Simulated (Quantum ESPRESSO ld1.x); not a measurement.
Values are calculated unless marked as measured or tabulated.
Input (ld1.x (Quantum ESPRESSO 7.5)):

```
 &input
    atom='Te',
    iswitch=1,
    rel=0,
    lsd=1,
    dft='SLA-VWN',
    config='[Kr] 4d10 5s2 5p2 6s0 4f0',
    prefix='ld1',
    max_out_wfc=37,
    file_charge='ld1.rho',
 /
```

Command: `OMP_NUM_THREADS=1 ld1.x < ld1.in > ld1.out`

It prints (banner and zero overlaps left out):

```
     Program LD1 v.7.5 starts

     --------------------------- All-electron run ----------------------------

     atomic number is 52.00
     dft =SLA-VWN   lsd =1 sic =0 latt =0  beta=0.20 tr2=1.0E-14
     Exchange-correlation= SLA-VWN
                           (   1   2   0   0   0   0   0)
     mesh =1945 r(mesh) =  99.55958 a.u. xmin = -7.00 dx = 0.00800
     1 Ry =  13.60569312 eV

     n l     nl                  e(Ry)          e(Ha)          e(eV)
     1 0     1S 1( 1.00)     -2233.1048     -1116.5524    -30382.9380
     2 0     2S 1( 1.00)      -335.4738      -167.7369     -4564.3541
     2 1     2P 1( 3.00)      -315.0496      -157.5248     -4286.4676
     3 0     3S 1( 1.00)       -67.7025       -33.8512      -921.1391
     3 1     3P 1( 3.00)       -59.1493       -29.5747      -804.7677
     4 0     4S 1( 1.00)       -12.5675        -6.2838      -170.9897
     4 1     4P 1( 3.00)        -9.6216        -4.8108      -130.9086
     3 2     3D 1( 5.00)       -43.2034       -21.6017      -587.8124
     4 2     4D 1( 5.00)        -4.6361        -2.3181       -63.0776
     5 0     5S 1( 1.00)        -2.3656        -1.1828       -32.1853
     5 1     5P 1( 2.00)        -1.6994        -0.8497       -23.1215
     6 0     6S 1( 0.00)        -0.7552        -0.3776       -10.2750
     4 3     4F 1( 0.00)        -0.3883        -0.1941        -5.2825
     1 0     1S 2( 1.00)     -2233.0994     -1116.5497    -30382.8653
     2 0     2S 2( 1.00)      -335.4711      -167.7355     -4564.3165
     2 1     2P 2( 3.00)      -315.0453      -157.5226     -4286.4094
     3 0     3S 2( 1.00)       -67.6975       -33.8488      -921.0718
     3 1     3P 2( 3.00)       -59.1440       -29.5720      -804.6948
     4 0     4S 2( 1.00)       -12.5564        -6.2782      -170.8388
     4 1     4P 2( 3.00)        -9.6091        -4.8045      -130.7382
     3 2     3D 2( 5.00)       -43.1985       -21.5992      -587.7452
     4 2     4D 2( 5.00)        -4.6155        -2.3077       -62.7969
     5 0     5S 2( 1.00)        -2.2585        -1.1292       -30.7283
     5 1     5P 2( 0.00)        -1.5905        -0.7952       -21.6397
     6 0     6S 2( 0.00)        -0.7217        -0.3608        -9.8189
     4 3     4F 2( 0.00)        -0.3445        -0.1722        -4.6870

     final scf error:  8.0E-15 reached in  38 iterations

     Etot =  -13215.252505 Ry,   -6607.626253 Ha, -179802.670128 eV
     Total magnetization:    2.00 Bohr mag.

     Ekin =   13208.167340 Ry,    6604.083670 Ha,  179706.271543 eV
     Encl =  -31329.462715 Ry,  -15664.731358 Ha, -426259.055413 eV
     Eh   =    5236.084919 Ry,    2618.042459 Ha,   71240.564571 eV
     Exc  =    -330.042048 Ry,    -165.021024 Ha,   -4490.450830 eV

     normalization and overlap integrals

     s(1S/1S) =  1.000000  <r> =   0.0293  <r2> =    0.0011  r(max) =   0.0194
     s(2S/2S) =  1.000000  <r> =   0.1261  <r2> =    0.0187  r(max) =   0.1074
     s(2P/2P) =  1.000000  <r> =   0.1074  <r2> =    0.0140  r(max) =   0.0838
     s(3S/3S) =  1.000000  <r> =   0.3363  <r2> =    0.1290  r(max) =   0.3063
     s(3P/3P) =  1.000000  <r> =   0.3267  <r2> =    0.1236  r(max) =   0.2919
     s(4S/4S) =  1.000000  <r> =   0.7949  <r2> =    0.7144  r(max) =   0.7267
     s(4P/4P) =  1.000000  <r> =   0.8341  <r2> =    0.7936  r(max) =   0.7503
     s(3D/3D) =  1.000000  <r> =   0.2972  <r2> =    0.1045  r(max) =   0.2390
     s(4D/4D) =  1.000000  <r> =   0.9637  <r2> =    1.0900  r(max) =   0.8063
     s(5S/5S) =  1.000000  <r> =   2.0427  <r2> =    4.6827  r(max) =   1.8235
     s(5P/5P) =  1.000000  <r> =   2.3448  <r2> =    6.1961  r(max) =   2.0560
     s(6S/6S) =  1.000000  <r> =   4.5388  <r2> =   23.0267  r(max) =   4.2578
     s(4F/4F) =  1.000000  <r> =   4.4047  <r2> =   23.6470  r(max) =   3.6574
     s(1S/1S) =  1.000000  <r> =   0.0293  <r2> =    0.0011  r(max) =   0.0194
     s(2S/2S) =  1.000000  <r> =   0.1261  <r2> =    0.0187  r(max) =   0.1074
     s(2P/2P) =  1.000000  <r> =   0.1074  <r2> =    0.0140  r(max) =   0.0838
     s(3S/3S) =  1.000000  <r> =   0.3363  <r2> =    0.1290  r(max) =   0.3063
     s(3P/3P) =  1.000000  <r> =   0.3267  <r2> =    0.1236  r(max) =   0.2919
     s(4S/4S) =  1.000000  <r> =   0.7946  <r2> =    0.7137  r(max) =   0.7267
     s(4P/4P) =  1.000000  <r> =   0.8333  <r2> =    0.7918  r(max) =   0.7503
     s(3D/3D) =  1.000000  <r> =   0.2972  <r2> =    0.1045  r(max) =   0.2390
     s(4D/4D) =  1.000000  <r> =   0.9595  <r2> =    1.0790  r(max) =   0.8063
     s(5S/5S) =  1.000000  <r> =   2.0391  <r2> =    4.6777  r(max) =   1.8090
     s(5P/5P) =  1.000000  <r> =   2.3623  <r2> =    6.3141  r(max) =   2.0560
     s(6S/6S) =  1.000000  <r> =   4.6785  <r2> =   24.4334  r(max) =   4.3612
     s(4F/4F) =  1.000000  <r> =   5.1781  <r2> =   32.3128  r(max) =   4.3963

     ------------------------ End of All-electron run ------------------------
```

Run on one thread of a shared host, so times are rough (Intel(R) Xeon(R) Processor @ 2.60GHz): 0.73 s of CPU time, 0.76 s wall, 38 iterations on 1945 mesh points.
